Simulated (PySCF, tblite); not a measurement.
One entry of a table of gas-phase calculations, keyed by method. Lists by class give the value and the number of equivalent atoms.

```json
{
 "formula": "C3H11F2NSi2",
 "smiles": "C[C@H]([SiH2]N[SiH3])C(F)F",
 "inchi": "InChI=1S/C3H11F2NSi2/c1-2(3(4)5)8-6-7/h2-3,6H,8H2,1,7H3/t2-/m0/s1",
 "charge": 0,
 "multiplicity": 1,
 "geometry_level": "GFN2-xTB",
 "atoms_angstrom": [
  ["C", -1.418, 1.148, -0.89],
  ["C", -1.219, 0.317, 0.373],
  ["Si", 0.339, -0.793, 0.288],
  ["N", 1.671, 0.305, 0.24],
  ["Si", 3.344, -0.106, 0.033],
  ["C", -2.43, -0.554, 0.599],
  ["F", -2.493, -1.564, -0.309],
  ["F", -2.38, -1.159, 1.815],
  ["H", -1.577, 0.495, -1.745],
  ["H", -2.281, 1.808, -0.797],
  ["H", -0.538, 1.755, -1.083],
  ["H", -1.164, 0.985, 1.238],
  ["H", 0.33, -1.553, -0.96],
  ["H", 0.37, -1.675, 1.457],
  ["H", 1.504, 1.222, 0.621],
  ["H", 4.021, 1.161, -0.247],
  ["H", 3.407, -1.041, -1.085],
  ["H", 3.894, -0.728, 1.241],
  ["H", -3.391, -0.015, 0.545]
 ],
 "electronic_structure_code": "PySCF",
 "results": {
  "GFN2-xTB geometry": {
   "point_group": "C1",
   "rotational_constants_GHz": [2.905, 0.608, 0.566]
  },
  "PBE0/pcSseg-1 ground state and GIAO shieldings, non-relativistic": {
   "dipole_D": 2.82,
   "homo_eV": -7.43,
   "lumo_eV": 0.16,
   "shift_vs_computed_TMS_C_by_class_ppm": [
    [126.9, 1],
    [32.0, 1],
    [13.0, 1]
   ],
   "shift_vs_computed_TMS_H_by_class_ppm": [
    [6.19, 1],
    [5.15, 1],
    [4.77, 3],
    [4.76, 1],
    [1.29, 3],
    [1.24, 1],
    [-0.87, 1]
   ],
   "shielding_other_nuclei_by_class_ppm": [
    ["N", 272.1, 1],
    ["F", 295.2, 1],
    ["F", 310.5, 1],
    ["Si", 379.0, 1],
    ["Si", 403.9, 1]
   ],
   "charges_hirshfeld_e_by_atom": [-0.12, -0.13, 0.36, -0.33, 0.35, 0.15, -0.1, -0.1, 0.04, 0.04, 0.04, 0.04, -0.08, -0.09, 0.12, -0.08, -0.08, -0.09, 0.04]
  },
  "GFN2-xTB harmonic vibrations, gas phase": {
   "strongest_ir_bands_cm-1_km_per_mol_modes": [
    [748.5, 347.1, 1],
    [822.8, 445.1, 1],
    [1192.3, 337.4, 1],
    [2249.6, 479.6, 1],
    [2252.1, 291.0, 1],
    [2299.1, 479.8, 1]
   ],
   "zpe_kcal_per_mol": 83.5
  }
 }
}
```

The zero-point energy, half the sum of the 51 harmonic wavenumbers, equals 29200 cm⁻¹ or 349 kJ/mol. The rotational constants make it an asymmetric top with κ = (2B − A − C)/(A − C) = -0.96, nearer the prolate limit (−1). The dipole equals about 9.4 × 10⁻³⁰ C·m (1 D = 3.33564 × 10⁻³⁰ C·m).

 NMR classes are plain means over equivalent atoms (diastereotopic ones count apart unless rotation or inversion swaps them), as if these changed places fast; in this geometry the members of some classes differ.

Shape of the structure used: `[CH3:1][C@H:2]([SiH2:3][NH:4][SiH3:5])[CH:6]([F:7])[F:8]`: C1–C2–Si3–N4 66°, C2–Si3–N4–Si5 -175°, C1–C2–C6–F7 72°.

One conformer stands for the species.
